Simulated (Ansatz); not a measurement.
Correcting a cheap level on Si-containing radicals

The atomisation energy (no zero-point term) in kJ/mol of 8 Si-containing radicals: x at HF/def2-SVP, y at CCSD(T)/CBS estimate. Shapes, held fixed at every level: PBE0-D4/def2-TZVP. Flexible molecules stand in one conformer, not always the lowest. Programs: Ansatz 0.2.0.

```
                       molecule  x (kJ/mol)  y (kJ/mol)
                  Si(OH)2(SiH3)        2086        3021
                     SiH(SiH3)2        2098        2755
                 SiH(OH)2(SiH2)        2109        3034
     C2H5OSi (SMILES C=C[SiH]O)        2503        3414
CH7OSi2 (SMILES O[SiH2]C[SiH2])        2735        3698
 C2H6FSi (SMILES [CH2]C[SiH2]F)        2794           ?
C2H5O2Si (SMILES CC(=O)O[SiH2])        2816        3904
 C2H7OSi (SMILES [CH2]C[SiH2]O)        2988        3996
```

Q: Fit y = c + s·x to the known rows and predict y for C2H6FSi.

A: 
1. Means of the 7 rows: x = 2476.43, y = 3403.1.
2. Σ(Δx)² = 875226, Σ(Δx·Δy) = 1080005, so the slope is 1080005/875226 = 1.234.
3. Intercept: 3403.1 − (1.234) × 2476.43 = 347.2. The largest residual of the fit is 181.
4. C2H6FSi: 347.2 + 1.234 × 2794 = 3795 kJ/mol.

CCSD(T)/CBS estimate gives 3658 kJ/mol, so the prediction is off by +137 kJ/mol, within the largest residual. Uncorrected, HF/def2-SVP misses C2H6FSi by -864 kJ/mol, and the other rows by 927 on average. The line overshoots: the miss goes from -864 to +137. Hartree–Fock lacks correlation, which doesn't scale simply with the atomisation energy. Left out in turn, the other rows are missed by 109 kJ/mol on average. Spin contamination: C2H5OSi (⟨S²⟩ up to 0.87). Open shells run unrestricted. The CBS estimate extrapolates MP2 from def2-TZVPP and def2-QZVPP and adds CCSD(T) − MP2 in the triple-zeta set, cores frozen.
